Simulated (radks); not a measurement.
Initial-state core-level shifts of the osmium ion Os+ when its valence configuration changes from [Xe] 4f14 5d6 6s1. Method: scalar-relativistic Kohn-Sham, r2SCAN, spin-polarised, spherical densities, finite nucleus; open shells are filled with parallel spins first (spin-orbit coupling, left out, can overturn this in heavy ions); meta-GGA in the generalised Kohn-Sham scheme; Fermi nuclear charge, rms radius 5.4126 fm; computed with a radial shooting solver on a logarithmic mesh with Libxc functionals. Shifts are changes of the shell-averaged eigenvalues in eV (positive: less bound); the change of the density at the nucleus, which sets a Mossbauer isomer shift, is in e/bohr^3, on a base of 1.788e+06.

| valence | 2s | 3s | 4p | 4d | density at nucleus |
|---|---|---|---|---|---|
| 4f14 5d4 6s1 6p2 | -9.754 | -9.674 | -9.644 | -9.654 | +45.4 |
| 4f14 5d6 6p1 | -1.581 | -1.592 | -1.596 | -1.594 | -133.8 |
| 4f12 5d8 6s1 | -24.691 | -27.971 | -23.442 | -22.426 | +213.3 |
| 4f14 5d5 6s2 | -3.278 | -3.248 | -3.242 | -3.249 | +127.9 |
| 4f13 5d4 6s1 6p3 | -27.388 | -28.828 | -26.634 | -26.143 | +185.0 |
| 4f13.5 5d6 6s1.5 | -7.696 | -8.460 | -7.453 | -7.211 | +117.9 |
| 4f12 5d6 6s1 6p2 | -35.015 | -38.223 | -33.612 | -32.595 | +267.6 |
| 4f14 5d5 6s1 6p1 | -4.597 | -4.568 | -4.569 | -4.575 | +22.2 |
| 4f14 5d5.5 6p1.5 | -3.839 | -3.837 | -3.841 | -3.841 | -128.2 |
